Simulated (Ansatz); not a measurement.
Cost and result up the ladder for `FC(F)(F)C(F)(F)C(F)(F)C(F)(F)C(F)(F)C(F)(F)C(F)(F)C(F)(F)C(F)(F)C(F)(F)CC[S][Au]` (39 atoms). Charge 0, multiplicity 1. Geometry: PBE-D4/def2-SVP.

| atom | x (Å) | y (Å) | z (Å) |
| --- | --- | --- | --- |
| F1 | 4.339 | -3.001 | -3.546 |
| C2 | 4.702 | -3.454 | -2.337 |
| F3 | 3.864 | -4.431 | -1.956 |
| F4 | 5.942 | -3.957 | -2.424 |
| C5 | 4.709 | -2.289 | -1.295 |
| F6 | 5.336 | -1.231 | -1.857 |
| F7 | 5.423 | -2.711 | -0.224 |
| C8 | 3.332 | -1.801 | -0.712 |
| F9 | 2.784 | -2.812 | 0.001 |
| F10 | 3.645 | -0.782 | 0.128 |
| C11 | 2.283 | -1.286 | -1.741 |
| F12 | 2.824 | -0.282 | -2.463 |
| F13 | 1.974 | -2.315 | -2.574 |
| C14 | 0.895 | -0.808 | -1.162 |
| F15 | 0.191 | -0.384 | -2.242 |
| F16 | 0.274 | -1.881 | -0.624 |
| C17 | 0.916 | 0.345 | -0.099 |
| F18 | 1.841 | 1.265 | -0.449 |
| F19 | 1.240 | -0.195 | 1.101 |
| C20 | -0.477 | 1.065 | 0.023 |
| F21 | -1.452 | 0.116 | -0.031 |
| F22 | -0.608 | 1.911 | -1.018 |
| C23 | -0.638 | 1.852 | 1.367 |
| F24 | -0.827 | 0.952 | 2.367 |
| F25 | 0.515 | 2.528 | 1.603 |
| C26 | -1.799 | 2.908 | 1.437 |
| F27 | -1.789 | 3.370 | 2.720 |
| F28 | -1.483 | 3.931 | 0.610 |
| C29 | -3.252 | 2.430 | 1.109 |
| F30 | -3.274 | 2.131 | -0.222 |
| F31 | -4.045 | 3.533 | 1.290 |
| C32 | -3.758 | 1.286 | 1.975 |
| C33 | -5.247 | 0.969 | 1.834 |
| S34 | -5.836 | 0.327 | 0.219 |
| Au35 | -4.443 | -1.425 | -0.199 |
| H36 | -3.158 | 0.381 | 1.760 |
| H37 | -3.553 | 1.574 | 3.028 |
| H38 | -5.848 | 1.895 | 1.961 |
| H39 | -5.543 | 0.274 | 2.644 |

Ansatz on 2 threads of AMD EPYC 7R13 on a shared host and a share (18 GiB) of an NVIDIA H100 80GB HBM3. Times are rough, and most runs start from the orbitals of an earlier one. ωB97X-V/def2-SVP serves as the yardstick here, not as an exact answer. Differences are given only for rows in sets of like size (and for xTB, whose basis is part of the method), since another set adds its own error. Binding counts from free atoms at the same level (F doublet, C triplet, S triplet, Au doublet, H doublet; other spins of the atoms weren't run), without zero-point energy or a counterpoise term.

In the def2 sets Au takes a core potential; there is no spin–orbit coupling. HSE06 is defined as in plane-wave codes, on full-range PBE exchange. Correlated methods freeze 38 core orbitals; core or outer-core shells of Au are correlated, in sets that lack core-valence functions. The rows differ in basis, and correlated rows in double-zeta sets carry the largest basis error. Single mean-field runs in def2-SVP, def2-mTZVP are fitted with def2-universal-jkfit.

Correlated methods converge slowly with the basis, most of all in double-zeta sets.

```csv
level,functions,wall time
PBE0-D4/def2-SVP,532,9 s
PBE-D4/def2-SVP,532,12 s
r2SCAN-D4/def2-SVP (with forces),532,15 s
HSE06-D4/def2-SVP,532,19 s
r2SCAN-D4/def2-mTZVP,697,21 s
MP2/def2-SVP,532,21 s
B97M-V/def2-SVP,532,21 s
ωB97X-V/def2-SVP (with forces),532,23 s
```

Q: Estimate what each level gives for the binding energy per atom (eV).

A: 
| level | binding energy per atom (eV) | difference from ωB97X-V/def2-SVP (eV) | remarks |
| --- | --- | --- | --- |
| PBE0-D4/def2-SVP | 4.50 | 0.01 | – |
| PBE-D4/def2-SVP | 4.74 | 0.25 | – |
| r2SCAN-D4/def2-SVP (with forces) | 4.50 | 0.01 | – |
| HSE06-D4/def2-SVP | 4.50 | 0.02 | – |
| r2SCAN-D4/def2-mTZVP | 4.34 | – | – |
| MP2/def2-SVP | 4.32 | -0.16 | test for broken spin undecided |
| B97M-V/def2-SVP | 4.44 | -0.05 | – |
| ωB97X-V/def2-SVP (with forces) | 4.49 | 0.00 | – |
